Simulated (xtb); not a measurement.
C$_{4}$H$_{12}$GeO$_{4}$, singlet, geometry from GFN2-xTB, atoms displaced at random by about 0.1 Å a coordinate. Base run: GFN1-xTB (xtb).

The xtb input:
```
$ xtb mol.xyz --gfn 1 --opt --json

# file mol.xyz
21

C     -0.84566908    -2.46564228    -1.23486503
O     -0.74642522    -0.86299707    -1.30593123
Ge    -0.12169418     0.06138993     0.10867383
O     -0.22240331     1.64340587    -0.51730396
C     -1.48976218     2.23075528    -0.83701598
O     -0.63189494    -0.64356662     1.51273997
C     -0.10967121    -0.47110170     2.71939468
O      1.70672593    -0.02962663     0.27670381
C      2.68151076     0.60624236    -0.54584775
H     -1.40398204    -2.59627915    -2.25908810
H     -1.32590347    -2.77386414    -0.35452613
H      0.00804338    -2.82171494    -1.50589486
H     -2.31872864     2.09367085    -0.07229814
H     -1.97568408     1.47912530    -1.76045932
H     -1.52538024     3.16740690    -1.07810980
H      0.99162570    -0.54301081     2.92863022
H     -0.44105754     0.55028853     3.33238834
H     -0.69440009    -1.05606441     3.24367358
H      2.85323493     0.10805612    -1.62206757
H      2.40316269     1.70339840    -0.65883624
H      3.53523670     0.57064437    -0.24922832
```

Base: optimiser steps 22.

A changed run: ΔE vs base (mEh) -17.795; optimiser steps 21.

### Question
What was changed between the two runs?
A) engine = lbfgs
B) opt level = tight
C) alpb = thf
D) opt level = crude
E) alpb = cs2

### Answer
C, alpb = thf
